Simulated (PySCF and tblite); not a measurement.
Values are calculated unless marked as measured or tabulated.
C6H12O, numbered as in [CH3:1][C@H:2]1[CH2:3][CH2:4][CH2:5][CH2:6][O:7]1.

Search: ETKDG and KDG, MMFF94s, GFN2-xTB, 90 starts; geometries at PBE0-D3(BJ)/def2-SVP. Weights use PBE0-D3(BJ)/def2-TZVP energies plus GFN2-xTB zero-point and thermal terms (modes under about 100 cm⁻¹ blended into free rotors). Symmetry numbers and mirror images are counted. Conformers within 4 kcal/mol (GFN2-xTB free energy) were kept, 7 at most. (PySCF 2.14, tblite 0.8.)

The 6-ring runs over atoms 2–3–4–5–6–7.

| conformer | shape | symmetry | E(GFN2) kcal/mol |
| --- | --- | --- | --- |
| 1 | 6-ring chair (all substituents equatorial) | C1 | 0.00 |
| 2 | 6-ring chair (C1 axial) | C1 | 1.18 |

Task: Which of these conformers is the most populated at 298.15 K, and with what share?

Result: Conformer 1, about 100 %.

Task: Give the DFT energies and free energies relative to the lowest, and all weights.

Result: 
| conformer | shape | E(DFT) kcal/mol | G(298.15 K) kcal/mol | weight % |
| --- | --- | --- | --- | --- |
| 1 | 6-ring chair (all substituents equatorial) | 0.00 | 0.00 | 99.5 |
| 2 | 6-ring chair (C1 axial) | 2.83 | 3.16 | 0.5 |

Task: How does its share change from 180 K to 400 K?

Result: From 100 % to 98 %; the mixing entropy goes from 0.00 to 0.17 cal/(mol K).
